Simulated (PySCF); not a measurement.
hexafluorodisilane (F6Si2), SMILES F[Si](F)(F)[Si](F)(F)F.

Geometry: PBE-D3(BJ)/def2-SVP. Other conformers were not sampled.

Method: PySCF 2.14.0 with TDA-CAM-B3LYP/def2-SVPD.

Vertical excitations; the highest root listed may be one member of a degenerate set. Gas-phase values at a fixed geometry. State labels are in the subgroup C2h.

| state | symmetry | energy (eV) | λ (nm) | f | main pairs |
|---|---|---|---|---|---|
| S1 | Au | 8.72 | 142 | 0.151 | HOMO→LUMO (degenerate set) |
| S2 | Bu | 8.72 | 142 | 0.151 | HOMO→LUMO+1 (degenerate set) |
| S3 | Bu | 9.77 | 127 | 0.497 | HOMO→LUMO+2 94 % |
| S4 | Ag | 10.12 | 123 | 0.000 | HOMO→LUMO+3 97 % |
| S5 | Ag | 10.71 | 116 | 0.000 | HOMO−2→LUMO (degenerate set) |
| S6 | Bg | 10.71 | 116 | 0.000 | HOMO−2→LUMO+1 (degenerate set) |
| S7 | Bu | 10.72 | 116 | 0.054 | HOMO−1→LUMO (degenerate set) |
| S8 | Au | 10.72 | 116 | 0.054 | HOMO−1→LUMO+1 (degenerate set) |
| S9 | Au | 10.88 | 114 | 0.000 | HOMO−3→LUMO, HOMO−4→LUMO+1, HOMO−1→LUMO+2 (degenerate set) |
| S10 | Bu | 10.89 | 114 | 0.000 | HOMO−3→LUMO+1, HOMO−4→LUMO (degenerate set) |
| T1 | Au | 7.22 | 172 | 0 | HOMO→LUMO (degenerate set) |
| T2 | Bu | 7.22 | 172 | 0 | HOMO→LUMO+1 (degenerate set) |
| T3 | Bu | 8.48 | 146 | 0 | HOMO→LUMO+2 79 %, HOMO→LUMO+4 17 % |
| T4 | Ag | 9.73 | 127 | 0 | HOMO→LUMO+3 91 % |
Triplets are in the Tamm–Dancoff approximation.
